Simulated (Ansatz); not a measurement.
Born–Oppenheimer molecular dynamics of C2H12BNSi (17 atoms, charge 0, multiplicity 1). It starts from a rough guess of a transition structure, not a stationary point.

These are results of UKS PBE-D4/STO-3G (Ansatz), not measurements.

- ensemble: NVE (velocity Verlet)
- time step: 0.5 fs
- steps asked: 150
- starting velocities drawn for: 300 K
- seed: 683115

First frame:

```xyz
17
Properties=species:S:1:pos:R:3
B -1.142 0.049 -0.357
Si -0.914 -2.160 -0.866
H -1.274 0.640 -1.362
H -1.952 0.170 0.483
H -0.038 -0.703 -0.073
N 0.469 0.471 0.340
C 1.308 1.220 -0.553
C 0.444 0.949 1.695
H -1.138 -3.085 0.251
H -2.007 -2.376 -1.814
H 0.301 -2.634 -1.546
H 2.343 1.221 -0.189
H 1.292 0.761 -1.540
H 0.980 2.265 -0.653
H 1.462 0.973 2.103
H -0.156 0.280 2.309
H 0.020 1.961 1.771
```

(1) How far do the bonds stretch over the last three quarters of this one trajectory? (Pairs bonded in most of those frames.)

## Answers

(1) 
```
   bond  mean (Å)  spread (Å)  shortest  longest
 B1–Si2     1.957       0.136      1.78     2.17
  B1–H3     1.185       0.034      1.13     1.25
  B1–H4     1.180       0.032      1.13     1.24
  B1–N6     1.704       0.039      1.63     1.77
 Si2–H9     1.474       0.043      1.40     1.54
Si2–H10     1.465       0.040      1.40     1.52
Si2–H11     1.464       0.032      1.42     1.52
  H5–N6     1.086       0.058      0.99     1.21
  N6–C7     1.552       0.056      1.46     1.65
  N6–C8     1.555       0.047      1.48     1.66
 C7–H12     1.112       0.018      1.08     1.14
 C7–H13     1.108       0.010      1.09     1.12
 C7–H14     1.109       0.020      1.08     1.14
 C8–H15     1.116       0.019      1.08     1.16
 C8–H16     1.109       0.026      1.07     1.15
 C8–H17     1.112       0.027      1.07     1.15
```

Mean temperature of the second half: 803 K. The conserved energy stayed within 0.28 meV per atom of its start (net change 0.029 meV per atom), so the integration is sound. The system heated up, since it started high on the potential surface and ran downhill. A run of 0.075 ps of so small a system gives no equilibrium averages. The orbitals stay closed-shell, which can raise the energy where a bond breaks towards radicals; this wasn't checked here. Limits of this set-up: minimal basis.

The run took 7.2 min on 1 thread of AMD EPYC 9R14 (Zen 4) (shared host), peak memory 0.15 GiB.
